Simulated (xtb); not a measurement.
C8H10, charge +1, doublet, geometry from GFN2-xTB (a state made from the parent by changing its charge; the spin is typed, not shown lowest); GFN0-xTB in xtb.

Here is a job for xtb.
```
$ xtb mol.xyz --gfn 0 --chrg 1 --uhf 1 --etemp 5000 --json

# file mol.xyz
18

C      2.87152259     0.08691800     0.06861747
C      1.40886627     0.03683026     0.03083825
C      0.68936858     0.64764773    -1.02759803
C     -0.67673347     0.60401654    -1.06217740
C     -1.40810404    -0.05301411    -0.04054810
C     -2.87102768    -0.09742603    -0.07492200
C     -0.68927522    -0.64962981     1.02640884
C      0.67682938    -0.60605282     1.06095569
H      3.30384832     0.15376583    -0.92919971
H      3.18606950     0.99930938     0.59353149
H      3.29593890    -0.74517196     0.62867350
H      1.23781155     1.14700027    -1.81230013
H     -1.21556280     1.06864478    -1.87437444
H     -3.26516991    -0.97499527     0.43648531
H     -3.26942085     0.77042684     0.46826010
H     -3.25975785    -0.02303305    -1.08957474
H     -1.23790648    -1.14498458     1.81350949
H      1.21547125    -1.06670083     1.87554076
```

The log (banner, timings and long lists left out):

```
   ID    Z sym.   atoms
    1    6 C      1-8
    2    1 H      9-18

           -------------------------------------------------
          |                Calculation Setup                |
           -------------------------------------------------

           -------------------------------------------------
          |                 G F N 0 - x T B                 |
           -------------------------------------------------

          ...................................................
          :                      SETUP                      :
          :.................................................:
          :  # basis functions                  52          :
          :  # atomic orbitals                  52          :
          :  # shells                           36          :
          :  # electrons                        41          :
          :  electronic temp.         5000.0000000     K    :
          :  accuracy                    1.0000000          :
          :  -> integral cutoff          0.2500000E+02      :
          :  -> integral neglect         0.1000000E-07      :
          ...................................................

         :::::::::::::::::::::::::::::::::::::::::::::::::::::
         ::                     SUMMARY                     ::
         :::::::::::::::::::::::::::::::::::::::::::::::::::::
         :: total energy             -20.701581612772 Eh    ::
         :: gradient norm              0.053510179632 Eh/a0 ::
         :: HOMO-LUMO gap              3.937271424992 eV    ::
         ::.................................................::
         :: H0 energy                -22.426714380127 Eh    ::
         :: repulsion energy           0.413989407138 Eh    ::
         :: electrostat energy         1.316954341860 Eh    ::
         :: -> Gsolv                   0.000000000000 Eh    ::
         ::    -> Gsasa                0.000000000000 Eh    ::
         ::    -> Gshift               0.000000000000 Eh    ::
         :: dispersion energy         -0.005810981643 Eh    ::
         :: short-range corr.          0.000000000000 Eh    ::
         :: add. restraining           0.000000000000 Eh    ::
         :: total charge               1.000000000000 e     ::
         :::::::::::::::::::::::::::::::::::::::::::::::::::::

           -------------------------------------------------
          |                Property Printout                |
           -------------------------------------------------

    * Orbital Energies and Occupations

         #    Occupation            Energy/Eh            Energy/eV
      -------------------------------------------------------------
         1        2.0000           -0.6462050             -17.5841
       ...           ...                  ...                  ...
         9        1.9996           -0.5490305             -14.9399
        10        1.9996           -0.5470607             -14.8863
        11        1.9992           -0.5361038             -14.5881
        12        1.9990           -0.5323921             -14.4871
        13        1.9987           -0.5284755             -14.3806
        14        1.9986           -0.5273357             -14.3495
        15        1.9942           -0.5052482             -13.7485
        16        1.9900           -0.4964717             -13.5097
        17        1.9806           -0.4858159             -13.2197
        18        1.9468           -0.4693169             -12.7708
        19        1.9351           -0.4659680             -12.6796
        20        1.7333           -0.4398286             -11.9683
        21        1.4105           -0.4185600             -11.3896 (HOMO)
        22        0.0098           -0.2738679              -7.4523 (LUMO)
        23        0.0053           -0.2641386              -7.1876
        24        0.0000           -0.1510771              -4.1110
        25        0.0000           -0.1477240              -4.0198
[...]
        27        0.0000           -0.1253149              -3.4100
        28        0.0000           -0.1223217              -3.3285
        29        0.0000           -0.1135230              -3.0891
        30        0.0000           -0.1121838              -3.0527
        31                         -0.0854337              -2.3248
        32                         -0.0834926              -2.2719
       ...                                ...                  ...
        52                          0.6192144              16.8497
      -------------------------------------------------------------
                  HL-Gap            0.1446921 Eh            3.9373 eV
             Fermi-level            0.0000000 Eh            0.0000 eV

     #   Z          covCN         q      C6AA      α(0)
     1   6 C        3.758    -0.408    32.963     8.284
     2   6 C        2.963     0.126    26.599     8.433
     3   6 C        2.912    -0.090    31.897     9.232
     4   6 C        2.912    -0.090    31.887     9.230
     5   6 C        2.963     0.126    26.599     8.433
     6   6 C        3.758    -0.408    32.963     8.284
     7   6 C        2.912    -0.090    31.897     9.232
     8   6 C        2.912    -0.090    31.887     9.230
     9   1 H        0.925     0.210     1.049     1.601
    10   1 H        0.923     0.209     1.053     1.605
    11   1 H        0.925     0.210     1.048     1.601
    12   1 H        0.926     0.167     1.285     1.773
    13   1 H        0.926     0.166     1.286     1.773
    14   1 H        0.925     0.210     1.049     1.601
    15   1 H        0.923     0.209     1.053     1.605
    16   1 H        0.925     0.210     1.048     1.601
    17   1 H        0.926     0.167     1.285     1.773
    18   1 H        0.926     0.166     1.286     1.773

 Mol. C6AA /au·bohr⁶  :       3027.531283
 Mol. C8AA /au·bohr⁸  :      75965.218728
 Mol. α(0) /au        :         87.063828

Wiberg/Mayer (AO) data.
largest (>0.10) Wiberg bond orders for each atom

 ---------------------------------------------------------------------------
     #   Z sym  total        # sym  WBO       # sym  WBO       # sym  WBO
 ---------------------------------------------------------------------------
     1   6 C    3.947 --     2 C    1.045    11 H    0.968     9 H    0.966
                            10 H    0.936
     2   6 C    3.725 --     8 C    1.278     3 C    1.278     1 C    1.045
     3   6 C    3.789 --     4 C    1.438     2 C    1.278    12 H    0.963
     4   6 C    3.789 --     3 C    1.438     5 C    1.278    13 H    0.963
     5   6 C    3.725 --     4 C    1.278     7 C    1.278     6 C    1.045
     6   6 C    3.947 --     5 C    1.045    16 H    0.968    14 H    0.966
                            15 H    0.936
     7   6 C    3.789 --     8 C    1.438     5 C    1.278    17 H    0.963
     8   6 C    3.789 --     7 C    1.438     2 C    1.278    18 H    0.963
     9   1 H    0.973 --     1 C    0.966
    10   1 H    0.970 --     1 C    0.936
    11   1 H    0.973 --     1 C    0.968
    12   1 H    0.970 --     3 C    0.963
    13   1 H    0.970 --     4 C    0.963
    14   1 H    0.973 --     6 C    0.966
    15   1 H    0.970 --     6 C    0.936
    16   1 H    0.973 --     6 C    0.968
    17   1 H    0.970 --     7 C    0.963
    18   1 H    0.970 --     8 C    0.963
 ---------------------------------------------------------------------------

Topologies differ in total number of bonds
Writing topology from bond orders to xtbtopo.mol

 dipole moment from electron density (au)
     X       Y       Z
  -0.0037   0.0793   0.0476  total (Debye):    0.235

           -------------------------------------------------
          | TOTAL ENERGY              -20.701581612772 Eh   |
          | GRADIENT NORM               0.053510179632 Eh/α |
          | HOMO-LUMO GAP               3.937271424992 eV   |
           -------------------------------------------------

normal termination of xtb
```
